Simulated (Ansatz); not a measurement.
Hg(OH)2 (HgO₂H₂). Total charge 0; singlet. Geometry r2SCAN-D4/def2-TZVP.

```xyz
5

Hg   -0.038   -0.113    0.160
O    -1.673   -0.853   -0.644
H    -1.493   -1.035   -1.575
O     1.563    0.526    1.106
H     1.641    1.476    0.952
```

In the def2 sets Hg takes a core potential; there is no spin–orbit coupling.

Estimate the orbital energies around the gap (eV) in Ansatz with HF/def2-TZVP, PBE-D4/def2-SVP, PBE-D4/def2-TZVP, BLYP-D4/def2-TZVP, r2SCAN-D4/def2-TZVP.


```tsv
orbital	HF/def2-TZVP	PBE-D4/def2-SVP	PBE-D4/def2-TZVP	BLYP-D4/def2-TZVP	r2SCAN-D4/def2-TZVP
HOMO−9	-19.29	-12.30	-12.45	-12.32	-12.90
HOMO−8	-18.90	-11.92	-12.02	-11.88	-12.47
HOMO−7	-18.31	-11.30	-11.39	-11.26	-11.90
HOMO−6	-18.31	-11.30	-11.39	-11.25	-11.90
HOMO−5	-16.25	-10.24	-10.47	-10.35	-10.83
HOMO−4	-15.80	-9.75	-9.96	-9.86	-10.35
HOMO−3	-13.06	-8.20	-8.48	-8.37	-8.77
HOMO−2	-12.90	-7.40	-7.81	-7.68	-8.07
HOMO−1	-12.54	-6.37	-6.74	-6.67	-7.08
HOMO	-12.52	-6.25	-6.63	-6.55	-6.96
LUMO	1.47	-1.94	-2.20	-2.19	-1.94
LUMO+1	1.60	-0.40	-0.85	-0.88	-0.45
LUMO+2	2.15	-0.37	-0.80	-0.83	-0.41
LUMO+3	2.82	1.02	0.09	0.01	0.81
LUMO+4	5.63	2.26	1.57	1.49	2.39
LUMO+5	6.24	4.04	2.93	2.89	3.51
```
